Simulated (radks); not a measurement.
Spherical quantum dot in the effective-mass picture: electrons in a hard-walled sphere of radius 5.88, with a point charge +2 (a donor) at the centre, all in effective atomic units (hartree* = m*/eps^2 hartree, bohr* = eps/m* bohr), one dielectric constant everywhere. Method: non-relativistic Kohn-Sham, r2SCAN, spin-polarised, spherical densities, generalised Kohn-Sham scheme; computed with a radial shooting solver with Libxc functionals. Levels are named by radial order and angular momentum (1s, 1p, 1d, 2s, ...), and open shells are averaged over m. Each electron was tried in the lowest free levels, single moves between levels near the top were tried too, and the lowest total energy was kept; such a search can miss a lower state. At N = 1 the Hartree and exchange-correlation terms need not cancel, so that row can carry a self-interaction error.

\begin{tabular}{lrrrrrr}
N & open shells & 2S & E (hartree*) & addition energy mu(N+1) - mu(N) (hartree*) & e(HOMO) (hartree*) & rms radius (bohr*) \\ \hline
1 & 1s(up 1, down 0) & 1 & -2.00016 & 1.095 & -1.5880 & 0.8730 \\
2 & none & 0 & -2.90489 & 1.130 & -0.60744 & 1.103 \\
3 & 2s(up 1, down 0) & 1 & -2.67930 & 0.2359 & 0.31026 & 2.286 \\
4 & none & 0 & -2.21784 & 0.2135 & 0.55087 & 2.743 \\
5 & 1p(up 2, down 0) 2s(up 1, down 0) & 3 & -1.54284 & 0.2142 & 0.78176 & 2.985 \\
6 & 1p(up 3, down 0) 2s(up 1, down 0) & 4 & -0.653647 & 0.2651 & 0.99657 & 3.175 \\
7 & 1p(up 3, down 0) & 3 & 0.500601 & 0.2406 & 1.2503 & 3.328 \\
8 & 1p(up 3, down 1) & 2 & 1.89549 & 0.1969 & 1.4921 & 3.446 \\
9 & 1p(up 3, down 2) & 1 & 3.48723 & 0.2017 & 1.6922 & 3.542 \\
10 & none & 0 & 5.28064 & 0.3541 & 1.8950 & 3.624 \\
11 & 1d(up 1, down 0) & 1 & 7.42820 & 0.1965 & 2.2454 & 3.708 \\
12 & 1d(up 2, down 0) & 2 & 9.77221 & 0.1981 & 2.4429 & 3.779 \\
13 & 1d(up 3, down 0) & 3 & 12.3143 & 0.1988 & 2.6414 & 3.840 \\
14 & 1d(up 4, down 0) & 4 & 15.0553 & 0.1992 & 2.8405 & 3.894 \\
15 & 1d(up 5, down 0) & 5 & 17.9954 & 0.2681 & 3.0397 & 3.942 \\
16 & 1d(up 5, down 1) & 4 & 21.2036 & 0.1920 & 3.3039 & 3.985 \\
17 & 1d(up 5, down 2) & 3 & 24.6038 & 0.1939 & 3.4968 & 4.024 \\
18 & 1d(up 5, down 3) & 2 & 28.1979 & 0.1951 & 3.6913 & 4.059 \\
19 & 1d(up 5, down 4) & 1 & 31.9870 & 0.1958 & 3.8868 & 4.092 \\
20 & none & 0 & 35.9719 & 0.3779 & 4.0828 & 4.122 \\
21 & 1f(up 1, down 0) & 1 & 40.3348 & 0.1928 & 4.4582 & 4.153 \\
22 & 1f(up 2, down 0) & 2 & 44.8903 & 0.1931 & 4.6513 & 4.181 \\
23 & 1f(up 3, down 0) & 3 & 49.6390 & 0.1935 & 4.8448 & 4.207 \\
24 & 1f(up 4, down 0) & 4 & 54.5812 & 0.1939 & 5.0387 & 4.232 \\
25 & 1f(up 5, down 0) & 5 & 59.7173 & 0.1941 & 5.2327 & 4.255 \\
26 & 1f(up 6, down 0) & 6 & 65.0475 & 0.1942 & 5.4269 & 4.276 \\
27 & 1f(up 7, down 0) & 7 & 70.5718 & 0.2627 & 5.6211 & 4.296 \\
28 & 1f(up 7, down 1) & 6 & 76.3589 & 0.1903 & 5.8806 & 4.315 \\
29 & 1f(up 7, down 2) & 5 & 82.3362 & 0.1906 & 6.0711 & 4.333 \\
30 & 1f(up 7, down 3) & 4 & 88.5041 & 0.1910 & 6.2621 & 4.350 \\
31 & 1f(up 7, down 4) & 3 & 94.8630 & 0.1915 & 6.4536 & 4.367 \\
32 & 1f(up 7, down 5) & 2 & 101.413 & 0.1918 & 6.6455 & 4.382 \\
33 & 1f(up 7, down 6) & 1 & 108.156 & 0.1921 & 6.8376 & 4.397 \\
34 & none & 0 & 115.090 & 0.4056 & 7.0298 & 4.411 \\
35 & 1g(up 1, down 0) & 1 & 122.430 & 0.1895 & 7.4342 & 4.425 \\
36 & 1g(up 2, down 0) & 2 & 129.959 & 0.1901 & 7.6245 & 4.439 \\
37 & 1g(up 3, down 0) & 3 & 137.679 & 0.1904 & 7.8149 & 4.452 \\
38 & 1g(up 4, down 0) & 4 & 145.589 & 0.1907 & 8.0056 & 4.465 \\
39 & 1g(up 5, down 0) & 5 & 153.690 & - & 8.1964 & 4.477 \\
\end{tabular}

All shells are closed at N = 2, 4, 10, 20, 34 (there: 1s2 1p6 1d10 2s2 1f14); the second difference of the energy has clear peaks (12 % above both neighbours; the first and last values, which can be the largest, are not judged, and half-filled shells can peak too) at N = 10, 15, 20, 27, 34.
